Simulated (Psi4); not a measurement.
sodium chloride (ClNa), singlet, at a GFN2-xTB geometry (such geometries of metal compounds can be far from the true shape); B3LYP5/def2-SVP in Psi4 1.11.

Here is a job for Psi4.
```
memory 2 GB

molecule {
0 1
Na   -0.00000000   -0.00000000   -1.36328114
Cl    0.00000000    0.00000000    0.88212309
}

set {
  basis def2-svp
}

energy('b3lyp5')
print_variables()
```

What the program printed (banner, timings and long lists left out):

```
   => Loading Basis Set <=

    Name: DEF2-SVP
    Role: ORBITAL
    Keyword: BASIS

         ---------------------------------------------------------
                                   SCF
               by Justin Turney, Rob Parrish, Andy Simmonett
                          and Daniel G. A. Smith
                              RKS Reference
         ---------------------------------------------------------

  ==> Geometry <==

    Molecular point group: c2v
    Full point group: C_inf_v

    Geometry (in Angstrom), charge = 0, multiplicity = 1:

       Center              X                  Y                   Z               Mass
    ------------   -----------------  -----------------  -----------------  -----------------
         NA           0.000000000000     0.000000000000    -1.354745973415    22.989769282000
         CL           0.000000000000     0.000000000000     0.890658256585    34.968852682000

  Running in c2v symmetry.

  Rotational constants: A = ************  B =      0.24105  C =      0.24105 [cm^-1]
  Rotational constants: A = ************  B =   7226.53618  C =   7226.53618 [MHz]
  Nuclear repulsion =   44.070522836456043

  Charge       = 0
  Multiplicity = 1
  Electrons    = 28
  Nalpha       = 14
  Nbeta        = 14

  ==> Algorithm <==

  SCF Algorithm Type is DF.
  DIIS enabled.
  MOM disabled.
  Fractional occupation disabled.
  Guess Type is SAD.
  Energy threshold   = 1.00e-06
  Density threshold  = 1.00e-06
  Integral threshold = 1.00e-12

  ==> Primary Basis <==

  Basis Set: DEF2-SVP
    Blend: DEF2-SVP
    Number of shells: 15
    Number of basis functions: 33
    Number of Cartesian functions: 35
    Spherical Harmonics?: true
    Max angular momentum: 2

  ==> DFT Potential <==

   => LibXC <=

    Version 7.1.2
    S. Lehtola, C. Steigemann, M. J. T. Oliveira, and M. A. L. Marques,  SoftwareX 7, 1–5 (2018) (10.1016/j.softx.2017.11.002)

   => Composite Functional: B3LYP5 <=

    B3LYP5 Hyb-GGA Exchange-Correlation Functional

    P. J. Stephens, F. J. Devlin, C. F. Chabalowski, and M. J. Frisch,  J. Phys. Chem. 98, 11623 (1994) (10.1021/j100096a001)

    Deriv               =              1
    GGA                 =           TRUE
    Meta                =          FALSE

    Exchange Hybrid     =           TRUE
    MP2 Hybrid          =          FALSE

   => Exchange Functionals <=

    0.0800   Slater exchange
    0.7200         Becke 88

   => Exact (HF) Exchange <=

    0.2000               HF

   => Correlation Functionals <=

    0.1900   Vosko, Wilk & Nusair (VWN5)
    0.8100   Lee, Yang & Parr

   => LibXC Density Thresholds  <==

    XC_HYB_GGA_XC_B3LYP5:  1.00E-15

   => Molecular Quadrature <=

    Radial Scheme          =       TREUTLER
    Pruning Scheme         =           NONE
    Nuclear Scheme         =       TREUTLER

    Blocking Scheme        =         OCTREE
    BS radius alpha        =              1
    Pruning alpha          =              1
    Radial Points          =             75
    Spherical Points       =            302
    Total Points           =          42991
    Total Blocks           =            425
    Max Points             =            254
    Max Functions          =             32
    Weights Tolerance      =       1.00E-15

   => Loading Basis Set <=

    Name: (DEF2-SVP AUX)
    Role: JKFIT
    Keyword: DF_BASIS_SCF

  ==> Integral Setup <==

  SCF_SUBTYPE=INCORE selected. In-core MEM_DF algorithm will be used.
  Using in-core AOs.

  ==> MemDFJK: Density-Fitted J/K Matrices <==

    J tasked:                   Yes
    K tasked:                   Yes
    wK tasked:                   No
    Algorithm:                 Core
    Schwarz Cutoff:           1E-12
    Mask sparsity (%):       0.9183
    Fitting Condition:        1E-10

   => Auxiliary Basis Set <=

  Basis Set: (DEF2-SVP AUX)
    Blend: DEF2-UNIVERSAL-JKFIT
    Number of shells: 72
    Number of basis functions: 240
    Number of Cartesian functions: 292
    Spherical Harmonics?: true
    Max angular momentum: 4

  Minimum eigenvalue in the overlap matrix is 3.4925768189E-02.
  Reciprocal condition number of the overlap matrix is 1.1767438521E-02.
    Using symmetric orthogonalization.

  ==> Pre-Iterations <==

  SCF Guess: Superposition of Atomic Densities via on-the-fly atomic UHF (no occupation information).

   -------------------------
    Irrep   Nso     Nmo
   -------------------------
     A1        17      17
     A2         2       2
     B1         7       7
     B2         7       7
   -------------------------
    Total      33      33
   -------------------------

  ==> Iterations <==

                           Total Energy        Delta E     RMS |[F,P]|

   @DF-RKS iter SAD:  -621.99254541011055   -6.21993e+02   0.00000e+00
   @DF-RKS iter   1:  -622.19738502748055   -2.04840e-01   1.75984e-02 DIIS/ADIIS
   @DF-RKS iter   2:  -622.05500916837354    1.42376e-01   2.84799e-02 DIIS/ADIIS
   @DF-RKS iter   3:  -622.27231738523869   -2.17308e-01   1.35720e-03 DIIS/ADIIS
   @DF-RKS iter   4:  -622.27277576027598   -4.58375e-04   6.21077e-04 DIIS/ADIIS
   @DF-RKS iter   5:  -622.27285759928566   -8.18390e-05   1.36639e-04 DIIS/ADIIS
   @DF-RKS iter   6:  -622.27286205035932   -4.45107e-06   9.89849e-06 DIIS
   @DF-RKS iter   7:  -622.27286207289660   -2.25373e-08   2.77493e-07 DIIS
  Energy and wave function converged.

  ==> Post-Iterations <==

   Electrons on quadrature grid:
      Ntotal   =   27.9999976200 ; deviation = -2.380e-06

    Orbital Energies [Eh]
    ---------------------

    Doubly Occupied:

[...]
    Virtual:

[...]
       7B2     1.068848

    Final Occupation by Irrep:
             A1    A2    B1    B2
    DOCC [     8,    0,    3,    3 ]
    NA   [     8,    0,    3,    3 ]
    NB   [     8,    0,    3,    3 ]

  @DF-RKS Final Energy:  -622.27286207289660

   => Energetics <=

    Nuclear Repulsion Energy =             44.0705228364560426
    One-Electron Energy =                -953.1764870940162382
    Two-Electron Energy =                 321.2185532238445376
    DFT Exchange-Correlation Energy =     -34.3854510391808930
    Empirical Dispersion Energy =           0.0000000000000000
    VV10 Nonlocal Energy =                  0.0000000000000000
    Total Energy =                       -622.2728620728966007

Computation Completed

Properties will be evaluated at   0.000000,   0.000000,   0.000000 [a0]

Properties computed using the SCF density matrix

 Multipole Moments:

 ------------------------------------------------------------------------------------
     Multipole            Electronic (a.u.)      Nuclear  (a.u.)        Total (a.u.)
 ------------------------------------------------------------------------------------

 L = 1.  Multiply by 2.5417464519 to convert [e a0] to [Debye]
 Dipole X            :          0.0000000            0.0000000            0.0000000
 Dipole Y            :          0.0000000            0.0000000            0.0000000
 Dipole Z            :         -3.4460495            0.4516155           -2.9944340
 Magnitude           :                                                    2.9944340

 ------------------------------------------------------------------------------------

  Variable Map:
  ----------------------------------------------------------------------------
[...]
  Array Variable Map:
  ----------------------------------------------------------------------------
[...]
[...]
```
